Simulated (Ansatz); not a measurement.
**InCl (SMILES [Cl][In]): the energy, rung by rung**

InCl: 2 atoms, total charge 0, spin state singlet. As SMILES, `[Cl][In]`. The shape is that of a PBE0-D4/def2-TZVP optimisation.

| atom | x (Å) | y (Å) | z (Å) |
| --- | --- | --- | --- |
| Cl | 0.0000 | 0.0000 | -0.0139 |
| In | 0.0000 | 0.0000 | 2.3996 |

Quantity: the energy change with the Cl1–In2 bond stretched from 2.414 to 2.982 Å, in eV. The values are calculated.

```
                        level                    kind  program  value (eV)  less FCI/STO-3G
      PBE/STO-3G (restricted)                     GGA   Ansatz        1.49            -0.02
   r2SCAN/STO-3G (restricted)                meta-GGA   Ansatz        1.55            +0.04
     PBE0/STO-3G (restricted)           global hybrid   Ansatz        1.55            +0.04
CAM-B3LYP/STO-3G (restricted)  range-separated hybrid   Ansatz        1.64            +0.13
  wB97M-V/STO-3G (restricted)  range-separated hybrid   Ansatz        1.64            +0.13
  BCCD(T)/STO-3G (restricted)   coupled cluster or CI   Ansatz        1.51             0.00
  CCSD(T)/STO-3G (restricted)   coupled cluster or CI   Ansatz        1.51             0.00
                   FCI/STO-3G      exact in the basis   Ansatz        1.51             0.00
```

FCI/STO-3G is exact within its basis and frozen core, so for wave-function methods in that basis the difference is their error; functionals converge differently with the basis, so for them it is only a difference. All-electron rows without a relativistic Hamiltonian named are non-relativistic. The first shape isn't each level's own minimum. The values span 1.49 to 1.64 eV. All rows use very small basis sets, so none should be taken for the real molecule's value. In the correlated wave-function rows the outer d shell of In is correlated, in sets not made for it.
